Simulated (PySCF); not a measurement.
## Field gradients at the hydrogen positions

C7H15P.
Geometry (PBE0-D3(BJ)/def2-SVP, Å), atoms numbered from 1 in this order:
```
atom  x, y, z in Å
C1     2.9583   -0.7949   -0.2897
C2     1.9283    0.2633    0.0786
P3     0.4197    0.2109   -1.0054
C4    -0.6592    1.4439   -0.1258
C5    -2.1270    1.2399   -0.4986
C6    -2.6665   -0.1251   -0.0777
C7    -1.9123   -1.2993   -0.6974
C8    -0.4265   -1.3091   -0.3417
H9     2.5616   -1.8125   -0.1493
H10    3.2661   -0.7033   -1.3429
H11    3.8618   -0.7083    0.3333
H12    2.3613    1.2717   -0.0383
H13    1.6271    0.1689    1.1370
H14   -0.5274    1.3464    0.9677
H15   -0.3262    2.4569   -0.4034
H16   -2.7379    2.0345   -0.0383
H17   -2.2445    1.3560   -1.5908
H18   -2.6175   -0.2076    1.0236
H19   -3.7342   -0.1939   -0.3425
H20   -2.0246   -1.2646   -1.7961
H21   -2.3747   -2.2463   -0.3722
H22    0.0651   -2.2007   -0.7630
H23   -0.2993   -1.3533    0.7559
```

Level: PBE0/pcSseg-1 (PySCF, non-relativistic); Q(2H) = 0.00286 b; rigid geometry, the same for H and D, with no vibrational averaging.

**Question.** Tabulate Vzz, the asymmetry η and χzz = 234.96 MHz × Q × Vzz for every hydrogen position.

**Answer.** 
```
atom  bonded to  bond length (Å)  Vzz (au)     η  χzz (kHz)
  H9         C1            1.101    0.2910  0.03        196
 H10         C1            1.101    0.2897  0.02        195
 H11         C1            1.101    0.2930  0.02        197
 H12         C2            1.104    0.2873  0.02        193
 H13         C2            1.105    0.2857  0.02        192
 H14         C4            1.106    0.2836  0.02        191
 H15         C4            1.102    0.2913  0.02        196
 H16         C5            1.103    0.2866  0.02        193
 H17         C5            1.105    0.2808  0.02        189
 H18         C6            1.105    0.2812  0.02        189
 H19         C6            1.102    0.2877  0.02        193
 H20         C7            1.105    0.2805  0.02        188
 H21         C7            1.103    0.2866  0.02        193
 H22         C8            1.102    0.2914  0.02        196
 H23         C8            1.106    0.2837  0.02        191
```

Isolated species at its PBE0-D3(BJ)/def2-SVP geometry (one conformer only). These gradients aren't converged with respect to the basis.

These values come from a run that also computed NMR shieldings. Time: 43 s of wall time; peak memory 1.0 GiB. Hardware: an Arm Neoverse V1 with one thread, no GPU, on a shared host.
